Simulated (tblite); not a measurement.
Compound: C8H8O.
Numbering: `[CH3:1][C:2](=[O:3])[c:4]1[cH:5][cH:6][cH:7][cH:8][cH:9]1` (hydrogens: H10, H11, H12 on C1; H13 on C5; H14 on C6; H15 on C7; H16 on C8; H17 on C9)

Computed with GFN2-xTB (tblite), gas phase: L-BFGS steps from a force-field or distance-geometry start until the largest atomic force falls under 0.01 eV/Å.

The end geometry, which sets the zero of energy:
```
atom  x, y, z in Å
C1     -2.6122   -0.1326    0.6673
C2     -1.6806    0.5806   -0.2831
O3     -2.0915    1.3987   -1.0759
C4     -0.2362    0.2361   -0.2049
C5      0.2847   -0.6988    0.6886
C6      1.6412   -0.9664    0.7020
C7      2.4946   -0.3099   -0.1704
C8      1.9876    0.6212   -1.0627
C9      0.6335    0.8910   -1.0783
H10    -2.5677   -1.2067    0.4996
H11    -2.3267    0.0743    1.6966
H12    -3.6285    0.2154    0.4995
H13    -0.3599   -1.2224    1.3770
H14     2.0362   -1.6922    1.3977
H15     3.5529   -0.5246   -0.1535
H16     2.6487    1.1352   -1.7446
H17     0.2169    1.6131   -1.7648
```

Problem. These geometries come from the run, each turned onto the end geometry. Order them by energy, lowest first.
A.
```
atom  x, y, z in Å
C1     -2.6263   -0.1323    0.6690
C2     -1.6831    0.5737   -0.2764
O3     -2.0903    1.3927   -1.0693
C4     -0.2362    0.2352   -0.2047
C5      0.2933   -0.6974    0.6854
C6      1.6506   -0.9652    0.6971
C7      2.5037   -0.3083   -0.1746
C8      1.9913    0.6211   -1.0630
C9      0.6367    0.8882   -1.0777
H10    -2.5966   -1.2080    0.5098
H11    -2.3547    0.0709    1.7027
H12    -3.6375    0.2281    0.4874
H13    -0.3490   -1.2187    1.3784
H14     2.0486   -1.6931    1.3917
H15     3.5620   -0.5217   -0.1584
H16     2.6524    1.1366   -1.7414
H17     0.2281    1.6102   -1.7661
```
B.
```
atom  x, y, z in Å
C1     -2.6245   -0.1397    0.6762
C2     -1.6952    0.5700   -0.2745
O3     -2.0931    1.3938   -1.0676
C4     -0.2350    0.2450   -0.2171
C5      0.2853   -0.7035    0.6979
C6      1.6525   -0.9748    0.7016
C7      2.5136   -0.3097   -0.1799
C8      2.0081    0.6275   -1.0690
C9      0.6381    0.8944   -1.0889
H10    -2.6221   -1.2156    0.4996
H11    -2.3742    0.0872    1.7124
H12    -3.6556    0.2190    0.5011
H13    -0.3550   -1.2340    1.4000
H14     2.0640   -1.7046    1.4004
H15     3.5757   -0.5179   -0.1613
H16     2.6641    1.1410   -1.7485
H17     0.2464    1.6339   -1.7922
```
C.
```
atom  x, y, z in Å
C1     -2.6345   -0.1372    0.6750
C2     -1.6880    0.5718   -0.2767
O3     -2.0961    1.3938   -1.0674
C4     -0.2343    0.2357   -0.2076
C5      0.2905   -0.6998    0.6920
C6      1.6509   -0.9719    0.6997
C7      2.5082   -0.3108   -0.1768
C8      1.9995    0.6246   -1.0652
C9      0.6429    0.8964   -1.0911
H10    -2.6196   -1.2142    0.5013
H11    -2.3724    0.0850    1.7108
H12    -3.6489    0.2176    0.5013
H13    -0.3531   -1.2309    1.3961
H14     2.0615   -1.7012    1.3972
H15     3.5742   -0.5182   -0.1610
H16     2.6652    1.1421   -1.7496
H17     0.2468    1.6293   -1.7878
```
D.
```
atom  x, y, z in Å
C1     -2.6314   -0.1331    0.6702
C2     -1.6821    0.5723   -0.2752
O3     -2.0961    1.3914   -1.0662
C4     -0.2316    0.2331   -0.2053
C5      0.2963   -0.6994    0.6874
C6      1.6523   -0.9673    0.6975
C7      2.5028   -0.3098   -0.1740
C8      1.9941    0.6215   -1.0642
C9      0.6390    0.8894   -1.0798
H10    -2.6095   -1.2080    0.5080
H11    -2.3657    0.0759    1.7034
H12    -3.6451    0.2222    0.4955
H13    -0.3448   -1.2183    1.3800
H14     2.0523   -1.6920    1.3890
H15     3.5617   -0.5189   -0.1597
H16     2.6582    1.1373   -1.7426
H17     0.2425    1.6156   -1.7738
```

Solution. A (0.003 eV), D (0.007 eV), C (0.026 eV), B (0.056 eV).

In the order of the answer:

```json
{"step": "7", "E above end (eV)": "0.003", "largest force (eV/Å)": "0.09", "rms force component (eV/Å)": "0.033", "rms distance from end (Å)": "0.014", "rms bond change (Å)": "0.001", "bond most changed (Å)": "C9–H17 -0.002"}
{"step": "4", "E above end (eV)": "0.007", "largest force (eV/Å)": "0.11", "rms force component (eV/Å)": "0.037", "rms distance from end (Å)": "0.019", "rms bond change (Å)": "0.002", "bond most changed (Å)": "C2–C4 +0.004"}
{"step": "1", "E above end (eV)": "0.026", "largest force (eV/Å)": "0.43", "rms force component (eV/Å)": "0.125", "rms distance from end (Å)": "0.026", "rms bond change (Å)": "0.007", "bond most changed (Å)": "C4–C9 +0.014"}
{"step": "0", "E above end (eV)": "0.056", "largest force (eV/Å)": "0.93", "rms force component (eV/Å)": "0.274", "rms distance from end (Å)": "0.028", "rms bond change (Å)": "0.011", "bond most changed (Å)": "C4–C5 +0.023"}
```

What follows is the cost of the whole relaxation. On Arm Neoverse V1, one thread, shared host, this took 0.17 s wall.
